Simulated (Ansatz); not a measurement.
`C=CC(=C)CC` + `NC[SiH2]Cl` → `CNC[SiH2]Cl` + `C=CC(=C)C`  (substitution at a C–C bond)

Program: Ansatz. Geometries: PBE0-D4/def2-TZVP. ΔE: electronic, gas phase. CBS: MP2 limit from def2 TZ/QZ plus the TZ coupled-cluster correction, frozen cores. One conformer a species, not always the lowest.

| species | CCSD/CBS(def2) energy (Eh) |
| --- | --- |
| `C=CC(=C)CC` | -234.25571 |
| `NC[SiH2]Cl` | -845.23600 |
| `CNC[SiH2]Cl` | -884.47623 |
| `C=CC(=C)C` | -195.00393 |

Work out ΔE.

ΔE = (-884.47623) + (-195.00393) − (-234.25571) − (-845.23600) = 0.01155 Eh = +30.3 kJ/mol. CCSD(T)/CBS gives +30.5 kJ/mol.

Largest T1 diagnostic among the species: 0.011.

In def2-TZVPP, CCSD(T) changes the Hartree–Fock value by +3.8 kJ/mol (the triples alone add +0.2 kJ/mol) and MP2 by +6.4 kJ/mol.
